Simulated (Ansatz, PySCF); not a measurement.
Noncovalent pair: H2O (SMILES O) (first 3 atoms) with H2S (SMILES S); geometry from B3LYP-D3(BJ)/def2-TZVP.
(charge 0, multiplicity 1):
```
atom    x (Å)    y (Å)    z (Å)
----  -------  -------  -------
O      0.0663   0.3707  -0.0044
H      0.9296   0.6030  -0.3628
H     -0.2027  -0.4290  -0.4693
S      0.0129   0.0539   3.4709
H     -0.0112   0.2281   2.1337
H     -0.8980   1.0166   3.6825
```

Monomers are frozen at their geometry in the pair; levels with a basis set take the counterpoise correction. Rows marked so take none.

Frozen-core correlation. Rows in 3-21G, 6-31G* carry no dispersion term and start afresh at each structure (6-31G* with six Cartesian d functions).

Programs: Ansatz (an electronic-structure program) with Gaussian orbitals; PySCF for 3-21G rows, 6-31G* rows, the dispersion terms. Each number belongs to the level named beside it.

One of these levels gives -1.85 kcal/mol for the interaction energy. Name it.
A) SCS-MP2/aug-cc-pV(D+d)Z
B) M06-2X/6-31G* (no counterpoise)
C) r2SCAN-D3(BJ)/def2-TZVPPD
D) B3LYP/3-21G (no counterpoise)

A, SCS-MP2/aug-cc-pV(D+d)Z. The others give -2.84 (r2SCAN-D3(BJ)/def2-TZVPPD), -9.28 (B3LYP/3-21G (no counterpoise)), -4.55 (M06-2X/6-31G* (no counterpoise))
